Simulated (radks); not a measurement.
The numbers below are computed, except where a source is named.
Ionisation of the neodymium ion Nd3+, [Xe] 4f3, to [Xe] 4f2 as the strength of local exchange is varied. Level of theory: scalar-relativistic Kohn-Sham, Slater X-alpha exchange (alpha = 2/3 is LDA exchange), no correlation, spin-polarised, spherical densities, finite nucleus; open shells are filled with parallel spins first (spin-orbit coupling, left out, can overturn this in heavy ions); Fermi nuclear charge, rms radius 4.9123 fm (a radial shooting solver on a logarithmic mesh with Libxc functionals).

alpha  E(Nd3+) (hartree)  exchange (hartree)  IE (eV)  -e of the level emptied (eV)  <r> of it (bohr)
0.566         -9577.9013           -176.4588   36.282                   27.346 (4f)            0.9982
0.667         -9609.5451           -208.6146   39.543                   30.345 (4f)            0.9680
0.672         -9611.1143           -210.2116   39.708                   30.497 (4f)            0.9666
0.804         -9652.6299           -252.5505   44.165                   34.638 (4f)            0.9323
0.814         -9655.7820           -255.7718   44.511                   34.961 (4f)            0.9299
0.837         -9663.0357           -263.1883   45.311                   35.709 (4f)            0.9245
0.904         -9684.1959           -284.8514   47.676                   37.927 (4f)            0.9094
0.989         -9711.1046           -312.4600   50.748                   40.820 (4f)            0.8916

NIST Atomic Spectra Database: 40.60 eV (semi-empirical). The Delta-SCF value meets it near alpha = 0.70. Open shells are spherical and high-spin; term and fine-structure splittings are not resolved. Spin-orbit splitting is averaged out at the scalar-relativistic level. No tabulated value is given for the 4+ ions of Nd, Pm and Eu to Yb, where it belongs to another shell than the one emptied here.
